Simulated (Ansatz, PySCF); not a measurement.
Al(Me)2(H) (C2H7Al), SMILES [AlH]([CH3])[CH3].

The structure is a stationary point at ωB97X-D3(BJ)/def2-SVP. The isomer is the one that the SMILES or the coordinates give; other isomers of the formula were not compared.

Vertical ionisation energy (IE) and electron affinity (EA) in eV. Rows of orbital energies are one-electron estimates. Where ΔSCF, EOM or ADC give a negative EA the extra electron is unbound and the value depends on the basis.

| level | IE | EA |
|---|---|---|
| −ε(HOMO), −ε(LUMO), PBE0/def2-TZVPD (PySCF) | 7.78 | 0.84 |
| −ε(HOMO), −ε(LUMO), PBE/def2-TZVPD (PySCF) | 6.51 | 1.62 |
| ΔSCF, CAM-B3LYP/def2-SVPD (Ansatz), final states of multiplicity 2 and 2 | 10.08 | -0.83 |
| ΔSCF, PBE/def2-SVPD (Ansatz), final states of multiplicity 2 and 2 | 9.68 | -0.64 |

Q: What vertical singlet–triplet gap does ΔSCF give with CAM-B3LYP/def2-SVPD (Ansatz, a quantum-chemistry and plane-wave program) and with PBE/def2-SVPD (Ansatz)? (Estimate from the structure and the level; the computed values follow.)

A: 5.45 and 4.77 eV (triplet above singlet where positive).
